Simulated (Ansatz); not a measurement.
Cost and result for the atomization energy of C3H6BF (`C[C@H]1B[C@@H]1F`) (11 atoms, 11 bonds).

```xyz
11

C    -0.978    1.031    0.350
C    -0.292   -0.202   -0.170
B     0.805   -0.584   -1.167
C     1.050   -0.676    0.333
F     1.187   -1.837    1.059
H    -1.717    1.403   -0.364
H    -0.250    1.828    0.518
H    -1.486    0.837    1.297
H    -0.984   -1.041   -0.365
H     1.051   -0.895   -2.283
H     1.614    0.137    0.793
```

Total charge 0; spin multiplicity 1. Geometry: relaxed with PBE0-D4/def2-TZVP. Program: Ansatz. All runs use 4 threads of an Arm Neoverse V1 on a shared host. Times are those of one run each, without the atoms' runs, and a repeat can differ threefold. Electronic energies, without spin–orbit coupling; frozen cores. CCSD(T)/CBS adds CCSD(T) − MP2 in def2-TZVPP to the MP2 limit, and its time is that of the two runs behind it. T1 = 0.012. B3LYP takes the VWN-RPA correlation (the form of Gaussian; ORCA's B3LYP/G).

CCSD(T)/CBS is a level of theory with its own doubt, some kJ/mol a heavy atom from the limit and from the frozen cores, so smaller differences don't rank the functionals.

```json
{"level": "PBE-D4/def2-TZVPP (with forces)", "functions": "239", "wall time": "2.3 s", "atomization (kJ/mol)": "4412.8", "difference from CCSD(T)/CBS": "145.9", "per bond": "13.3"}
{"level": "PBE0-D4/def2-TZVPP", "functions": "239", "wall time": "3.1 s", "atomization (kJ/mol)": "4337.0", "difference from CCSD(T)/CBS": "70.1", "per bond": "6.4"}
{"level": "r2SCAN-D4/def2-TZVPP (with forces)", "functions": "239", "wall time": "4.4 s", "atomization (kJ/mol)": "4318.5", "difference from CCSD(T)/CBS": "51.6", "per bond": "4.7"}
{"level": "B3LYP-D4/def2-TZVPP (with forces)", "functions": "239", "wall time": "4.5 s", "atomization (kJ/mol)": "4292.2", "difference from CCSD(T)/CBS": "25.3", "per bond": "2.3"}
{"level": "B2PLYP/def2-TZVPP", "functions": "239", "wall time": "5.5 s", "atomization (kJ/mol)": "4249.3", "difference from CCSD(T)/CBS": "-17.6", "per bond": "-1.6"}
{"level": "ωB97X-V/def2-TZVPP", "functions": "239", "wall time": "7.5 s", "atomization (kJ/mol)": "4299.5", "difference from CCSD(T)/CBS": "32.6", "per bond": "3.0"}
{"level": "ωB97M-V/def2-TZVPP (with forces)", "functions": "239", "wall time": "11 s", "atomization (kJ/mol)": "4307.1", "difference from CCSD(T)/CBS": "40.2", "per bond": "3.7"}
{"level": "MP2/def2-QZVPP", "functions": "465", "wall time": "27 s", "atomization (kJ/mol)": "4313.6", "difference from CCSD(T)/CBS": "46.7", "per bond": "4.2"}
{"level": "CCSD(T)/def2-TZVPP", "functions": "239", "wall time": "2.2 min", "atomization (kJ/mol)": "4168.7", "difference from CCSD(T)/CBS": "-98.2", "per bond": "-8.9"}
{"level": "CCSD(T)/CBS(def2)", "functions": "–", "wall time": "2.7 min", "atomization (kJ/mol)": "4266.9", "difference from CCSD(T)/CBS": "0.0", "per bond": "0.0"}
```

The D4 term adds +27.3 kJ/mol with B3LYP and +14.3 kJ/mol with PBE0; it sums over pairs of atoms, weighted by their polarisabilities, and B3LYP, whose exchange is more repulsive, gets the larger term. In def2-TZVPP, CCSD(T) changes the Hartree–Fock value by +984.2 kJ/mol (the triples alone add +60.6 kJ/mol) and MP2 by +1071.4 kJ/mol; breaking electron pairs costs correlation energy, which Hartree–Fock lacks. From PBE to PBE0 (25 % exact exchange), in def2-TZVPP and without D4, the atomization energy moves by −72.9 kJ/mol: exact exchange takes away binding that semilocal exchange gives to molecules.
